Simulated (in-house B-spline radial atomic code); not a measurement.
## Si III (Si2+): [Ne] 3s2

Level of theory: non-relativistic LC-wPBE, spin-polarised, spherical fractional occupations, point nucleus; calculated with an all-electron radial atomic-structure program (B-spline basis).

Effective charges: Z_r = [3n² - l(l+1)]/(2<r>) from the radius, Z_e = n√(-2ε) from the energy, and Slater's rules. Values are occupation-weighted means over spin.

```
shell  electrons   ε (eV)  <r> (bohr)    Z_r    Z_e  Slater
   1s          2  -1809.4      0.1116  13.44  11.53   13.70
   2s          2  -166.31      0.5689  10.55   6.99    9.85
   2p          6  -122.86      0.5368   9.32   6.01    9.85
   3s          2   -32.54       1.956   6.90   4.64    4.85
```

The least bound orbital is 3s at -32.54 eV, and it is also the most diffuse (<r> = 1.956 bohr).
